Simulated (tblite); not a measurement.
Run record: tight-binding relaxation, `CC#[C][GeH2][Cl]`.

Computed with GFN2-xTB geometry optimisation, gas phase (tblite 0.8.0). Start geometry: from a force field or distance geometry. The input is one job of a driver script: a line of settings, then coordinates in Å.

Command:
```bash
OMP_NUM_THREADS=1 python probes_run.py task.json out
```

Input:
```
{"job": {"kind": "relax", "xc": "GFN2-xTB", "basis": "xTB"}, "charge": 0, "multiplicity": 1}
C     -2.270000     0.142300     0.297200
C     -0.841500     0.054000     0.060800
C      0.360500    -0.033000    -0.113300
Ge     2.217000    -0.145600    -0.418100
Cl     3.251500    -0.021000     1.494900
H     -2.472900     0.674200     1.251700
H     -2.747400     0.710400    -0.538900
H     -2.707500    -0.869500     0.352000
H      2.550200    -1.513200    -1.082300
H      2.669000     1.006000    -1.326500
```

Output:
```
step      E/eV     max force
  0    -419.70727    1.289
  1    -419.72739    2.712
  2    -419.77682    0.460
  3    -419.78624    0.306
  4    -419.79592    0.313
  5    -419.79857    0.170
  6    -419.79952    0.077
  7    -419.79989    0.087
  8    -419.80021    0.058
  9    -419.80039    0.039
... (15 lines left out)
 25    -419.80102    0.018
 26    -419.80106    0.019
 27    -419.80109    0.018
 28    -419.80112    0.013
 29    -419.80113    0.010
 30    -419.80115    0.010
 31    -419.80116    0.014
 32    -419.80118    0.015
 33    -419.80120    0.011
 34    -419.80121    0.010
```

«max force» is the largest atomic force in eV/Å.

Task: From which step on does the largest force stay under 0.1 eV/Å, and how much energy is left to gain from there?

Result: From step 6 (0.077 eV/Å), 1.7 meV above the end.

In short: energy lowered by 2.2 kcal/mol over 34 steps; largest atomic force 0.010 eV/Å at the end.

Time: 0.27 s of wall time. Hardware: one thread of an Arm Neoverse N1, shared host with 64 logical CPUs at a one-minute load of 54.
Labels such as C1 count atoms from 1, the log's own numbers from 0.
